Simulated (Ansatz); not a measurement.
```yaml
crystal:
  periodic: [false, false, false]
  atoms:
    - {symbol: N, position_ang: [0.326172, 0.736709, -2.225757]}
    - {symbol: C, position_ang: [0.466786, 0.689192, -0.963702]}
    - {symbol: C, position_ang: [0.731848, 0.267150, 0.343976]}
    - {symbol: Si, position_ang: [-0.373459, -0.816041, 0.947646]}
    - {symbol: H, position_ang: [-0.223978, 1.617681, -2.627895]}
    - {symbol: H, position_ang: [1.656335, 0.908387, 0.703544]}
    - {symbol: H, position_ang: [-1.516306, -1.262384, 0.088976]}
    - {symbol: H, position_ang: [0.215556, -2.046288, 1.510211]}
    - {symbol: H, position_ang: [-1.061121, -0.242494, 2.328039]}
basis:
  gaussian: {orbitals: cc-pVTZ}
magnetization: {spin_polarized: true, initial_magnetization: 4}
hamiltonian: {xc: {name: LC-wPBE}}
```

```sh
$ ansatz run in.yaml --threads 2 --pin off --events-out ev --progress --plain --max-ram 4352MiB
```

Shortened log:

```
Functional definition: LC-wPBE
1078 factors; their error is unknown
354 factors; integrals over basis functions are off by at most 2.9e-5 eV
mean field evaluation 1: about -11496.4294 eV, gradient 3.9e1 eV
mean field evaluation 2: about -11467.5234 eV, gradient 7.6e1 eV
mean field evaluation 4: about -11506.2634 eV, gradient 9.0e0 eV
mean field evaluation 8: about -11507.9107 eV, gradient 7.6e-1 eV
mean field evaluation 16: about -11507.9286 eV, gradient 1.9e-1 eV
mean field evaluation 32: about -11507.3160 eV, gradient 5.6e0 eV
mean field -11507.92897454 eV, -422.9085894600 hartree, gradient 2.6e-5 eV, S^2 6.019681; 2 other end points of the search recorded, 0 dependent functions left out
reference -11507.92897455 eV, -422.9085894603 hartree; 21, 17 occupied and 173, 177 virtual orbitals, 1078 factors
Total energy: -11507.92897455 eV, -422.9085894603 hartree
```

In this input the spin is set far too high for this molecule. The calculation finished and met its thresholds. The result belongs to that input, not to the molecule as meant.
